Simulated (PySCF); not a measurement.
Excitations are Tamm–Dancoff values on a coarser integration grid. The basis has no diffuse functions, so Rydberg states are missing or too high.

Cartesian coordinates (Å):
```xyz
19

S      4.6090     0.6536     1.1953
Ge     2.8155     1.5468     0.1529
Ge     1.9131    -0.0430    -1.4662
Ge    -0.1098     0.7794    -2.5649
Ge    -0.9560    -0.8055    -4.2210
Ge    -2.9924     0.0396    -5.2640
S     -3.6261    -1.4830    -6.8068
H      3.9378    -0.4331     1.6431
H      1.7426     1.9642     1.1859
H      3.3701     2.8094    -0.5365
H      1.5868    -1.3619    -0.7271
H      2.9936    -0.3517    -2.5262
H      0.1927     2.1283    -3.2584
H     -1.2012     1.0419    -1.5009
H     -1.2531    -2.1586    -3.5381
H      0.1175    -1.0384    -5.3065
H     -2.7354     1.4039    -5.9451
H     -4.1125     0.2217    -4.2136
H     -4.7269    -0.7994    -7.2010
```
Charge 0, multiplicity 1.

**Question.** What HOMO, total energy, S1 excitation (TDA), T1 excitation (TDA), S1–T1 gap (TDA), S1 oscillator strength, LUMO and HOMO–LUMO gap does PBE-D3(BJ)/def2-TZVP // B3LYP-D3(BJ)/def2-SVP run with PySCF 2.14.0 give?

**Answer.** 
The HOMO is -5.94 eV and the total energy is -11186.8120 Ha. The S1 excitation (TDA) is 4.02 eV, the T1 excitation (TDA) is 3.70 eV and the S1–T1 gap (TDA) is 0.32 eV. The S1 oscillator strength is 0.001 and the LUMO is -2.10 eV. The HOMO–LUMO gap is 3.84 eV.
